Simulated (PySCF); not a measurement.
## Radial density of Cl (chlorine, neutral)

UHF, [Ne] 3s1 3p6, 2S determinant (an excited configuration). All numbers are calculated (PySCF 2.14, the non-relativistic Hamiltonian (point nucleus), in aug-cc-pV(5+d)Z (8s7p6d4f3g2h, 136 functions)).

```csv
r (bohr),4πr²ρ (e/bohr),4πr²(ρα − ρβ)
0.00143,0.07875,0.0003
0.00241,0.2155,0.0008
0.00405,0.5767,0.0021
0.00681,1.485,0.0054
0.0115,3.590,0.0130
0.0193,7.797,0.0278
0.0324,14.17,0.0482
0.0545,19.29,0.0560
0.0917,17.32,0.0311
0.154,13.30,0.0632
0.260,18.24,0.2337
0.437,15.52,0.0851
0.734,4.438,0.2204
1.24,4.307,1.0421
2.08,2.780,0.3070
3.49,0.4059,-0.0709
5.88,0.01008,-0.0054
9.89,1.003e-05,0.0000
```

Q: Where is the radial spin density 4πr²(ρα − ρβ) most negative, and why is it negative at all?

A: Around r = 3.49 bohr, down to -0.0709 e/bohr: exchange with the open shell polarises the paired shells in an unrestricted calculation.
